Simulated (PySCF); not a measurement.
RhBr from Hartree–Fock to correlated methods

State: ³Δ (triplet), unpaired electrons σ ↑, δ ↑. Set-up: PySCF, scalar-relativistic core potentials, basis sets Rh def2-TZVPP with ECP28, Br def2-TZVPP. De refers to Rh (4d8 5s1) + Br in their high-spin ground configurations, without counterpoise correction. The functionals are run spin-unrestricted. A positive dipole means Rh(−)Br(+).

```tsv
Level	Re (Å)	ωe (cm⁻¹)	De (eV)	μ (D)
UHF	2.516	227	n/a	-7.29
UHF-MP2	2.359	268	n/a	n/a
UHF-SCS-MP2	2.391	258	n/a	n/a
PBE	2.377	260	3.33	-4.09
BLYP	2.414	247	3.09	-4.08
r²SCAN	2.377	263	3.28	-4.62
PBE0	2.386	260	3.19	-4.97
M06	2.402	257	3.19	-4.70
HSE06	2.391	259	3.18	-4.93
MN15	2.359	271	3.28	-4.66
M06-2X	2.432	237	3.21	-5.52
```

**Question.** What does a quarter of exact exchange do here, going from PBE to PBE0?

**Answer.** PBE0 less PBE: +0.9 pm in Re, +0.0 % in ωe, -0.14 eV in De. Exact exchange removes part of the self-interaction that spreads semilocal densities, and in most molecules shortens and stiffens the bond and lowers De; here Re goes the other way.

Correlated steps freeze 9 core orbitals. The metal atom is held in its measured ground configuration; semilocal functionals can put another filling of s and d lower by some tenths of an eV, and De to that atom would be smaller. Spin–orbit coupling is left out, which matters for elements this heavy, above all for dissociation energies. With d or f electrons several states lie close, and the lowest PBE0 determinant need not be the measured ground state.

The whole job (state search and all levels along the bond) took about 8.5 min on 2 threads of Arm Neoverse V1 (shared host), peak memory 3.6 GiB.
